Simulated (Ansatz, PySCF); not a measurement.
Reaction (SMILES): O=CC=O → O=[C-]C=O + H+
Structures are relaxed separately at B3LYP-D3(BJ)/def2-TZVP in Ansatz (a first-principles code), one conformer each, not searched for the lowest. Unstable Hartree-Fock reference: O=CC=O, O=[C-]C=O.
Geometry of the first species:
```xyz
6

C      0.0079     0.7617    -0.0144
C     -0.0079    -0.7617     0.0144
O      1.0376     1.3794    -0.0260
H     -0.9919     1.2360    -0.0234
O     -1.0376    -1.3794     0.0260
H      0.9919    -1.2360     0.0234
```
Charge 0, spin multiplicity 1.

Quantity: gas-phase deprotonation energy (0 K, with B3LYP-D3(BJ) harmonic zero-point energies from PySCF), in kcal/mol. Cores are frozen in the correlated levels unless marked. Spin-orbit coupling is left out. No relativistic terms. Anions need diffuse functions: aug- sets have them; def2-D sets add few; the other sets have none. CBS(X,Y): correlation extrapolated as X^-3; Hartree-Fock from the larger set. The bracket is a focal-point correction in the basis named.

RI-MP2/CBS(aug-cc-pVTZ,aug-cc-pVQZ)+[CCSD(T)-MP2]/aug-cc-pVTZ (Ansatz) gives 369.8 kcal/mol.

Q: Another calculation gave 366.9 kcal/mol. Which level was it?
A) PBE/def2-TZVPD (Ansatz)
B) CAM-B3LYP/def2-TZVPD (Ansatz)
C) BHLYP/def2-TZVPD (Ansatz)
D) r2SCAN/def2-TZVPD (Ansatz)

A: B, CAM-B3LYP/def2-TZVPD (Ansatz). The others give 372.8 (BHLYP), 359.4 (PBE), 363.7 (r2SCAN) kcal/mol.
